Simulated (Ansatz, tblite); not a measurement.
Adding an electron: the cluster Be₅⁺. Charge 1, multiplicity 2. Geometry: PBE/def2-TZVP. Ansatz, gas phase; energy differences of separate SCF runs; the reduced species is a singlet (the triplet lies 0.23 eV higher at PBE0/def2-TZVP).

Cartesian coordinates in Å:
```
Be -0.029 -0.812 -0.875
Be 1.563 0.534 -0.545
Be -1.562 -0.534 0.548
Be 0.467 -0.282 1.061
Be -0.440 1.093 -0.190
```

The xTB rows come from tblite. The structure comes from a short search, and lower isomers may exist.

```json
{"level": "GFN1-xTB", "−HOMO (eV)": "–", "−LUMO (eV)": "–", "vertical EA (eV)": "9.96", "HOMO–LUMO gap (eV)": "–", "remarks": "–"}
{"level": "GFN2-xTB", "−HOMO (eV)": "–", "−LUMO (eV)": "–", "vertical EA (eV)": "3.15", "HOMO–LUMO gap (eV)": "–", "remarks": "–"}
{"level": "PBE/def2-TZVP", "−HOMO (eV)": "9.66", "−LUMO (eV)": "8.73", "vertical EA (eV)": "6.58", "HOMO–LUMO gap (eV)": "0.94", "remarks": "restricted singlet, untested (singlet)"}
{"level": "r2SCAN/def2-TZVP", "−HOMO (eV)": "9.79", "−LUMO (eV)": "8.35", "vertical EA (eV)": "6.42", "HOMO–LUMO gap (eV)": "1.44", "remarks": "restricted singlet, untested (singlet)"}
{"level": "PBE0/def2-TZVP", "−HOMO (eV)": "10.23", "−LUMO (eV)": "7.94", "vertical EA (eV)": "6.47", "HOMO–LUMO gap (eV)": "2.29", "remarks": "restricted singlet, untested (singlet)"}
```

  HOMO and LUMO are the levels of the spin that leaves or enters (xTB has no such levels and no spin-polarisation term). Other spin states of the ions may lie lower, which would lower the ionisation energy or raise the affinity. Raw xTB energy differences between charge states are shifted by several eV; the methods need an empirical correction for them.
